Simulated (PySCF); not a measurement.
## Energy of Zr²⁺ (zirconium, charge +2) between two integer charges

The 4d alpha orbital of [Kr] 4d2 is emptied in steps (occupation f), with all orbitals relaxed, ending at [Kr] 4d1. All numbers are calculated (PySCF 2.14, scalar relativity through the core potential, in aug-cc-pVTZ-PP with ECP28MDF). The exact energy is a straight line in f; departures are measured from the line between the end points of the same method.

```json
{"f": "1", "UHF (eV)": "0.000", "LDA (eV)": "0.000", "PBE (eV)": "0.000"}
{"f": "0.75", "UHF (eV)": "0.112", "LDA (eV)": "-0.983", "PBE (eV)": "-0.968"}
{"f": "0.5", "UHF (eV)": "0.146", "LDA (eV)": "-1.319", "PBE (eV)": "-1.297"}
{"f": "0.25", "UHF (eV)": "0.107", "LDA (eV)": "-0.994", "PBE (eV)": "-0.976"}
{"f": "0", "UHF (eV)": "0.000", "LDA (eV)": "0.000", "PBE (eV)": "0.000"}
```

```csv
method,E(f=0) − E(f=1) (eV),−ε at f=1 (eV),−ε at f=0.5 (eV)
UHF,22.402,23.016,22.389
LDA,23.338,18.138,23.307
PBE,23.365,18.238,23.342
```

Orbital energy along the path (eV):

```csv
f,UHF,LDA,PBE
1,-23.016,-18.138,-18.238
0.75,-22.691,-20.688,-20.762
0.5,-22.389,-23.307,-23.342
0.25,-22.107,-25.974,-25.957
0,-21.842,-28.653,-28.577
```

Reference removal energy between the ground levels: 23.170 eV (semi-empirical (NIST evaluation); NIST Atomic Spectra Database, ionization energies). The calculation has no spin-orbit coupling. UHF lacks correlation.
